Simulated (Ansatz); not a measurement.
Relaxation of CH3FSi2 (7 atoms, charge 0, multiplicity 1), to a largest force component of 0.015 eV/Å in at most 40 steps.

The calculation used RKS B3LYP/def2-SVP in Ansatz.

```xyz
7
Properties=species:S:1:pos:R:3
C -1.047 1.562 -0.170
Si -0.516 0.063 0.588
Si 1.213 -1.217 0.000
F 0.562 -2.704 -0.223
H -0.742 1.858 -1.162
H -1.863 2.141 0.230
H 2.393 -1.703 0.737
```

**Question.** Where does it end, and by what steps?

**Answer.** The run converged. After 13 steps the energy has fallen by 0.262 eV; H7 moved furthest, 0.27 Å.

| step | energy less start (eV) | largest force component (eV/Å) | accepted |
| --- | --- | --- | --- |
| 0 | 0.0000 | 1.402 | yes |
| 1 | -0.2013 | 0.826 | yes |
| 2 | -0.1200 | 1.137 | no |
| 3 | -0.2512 | 0.410 | yes |
| 4 | -0.2488 | 0.109 | no |
| 5 | -0.2602 | 0.126 | yes |
| 6 | -0.2573 | 0.187 | no |
| 7 | -0.2619 | 0.018 | yes |
| 8 | -0.2620 | 0.018 | yes |
| 9 | -0.2620 | 0.016 | yes |
| 10 | -0.2619 | 0.028 | no |
| 11 | -0.2620 | 0.017 | yes |
| 12 | -0.2620 | 0.011 | no |
| 13 | -0.2621 | 0.004 | yes |

```xyz
7
Properties=species:S:1:pos:R:3
C -1.055 1.517 -0.176
Si -0.457 0.160 0.708
Si 1.128 -1.311 -0.084
F 0.638 -2.838 -0.392
H -0.765 1.760 -1.204
H -1.769 2.212 0.280
H 2.280 -1.498 0.868
```

Whether the end is a true minimum wasn't checked by a vibrational analysis.

Time of the run: 32 s on 1 thread of Arm Neoverse V2 (shared host), peak memory 0.14 GiB.
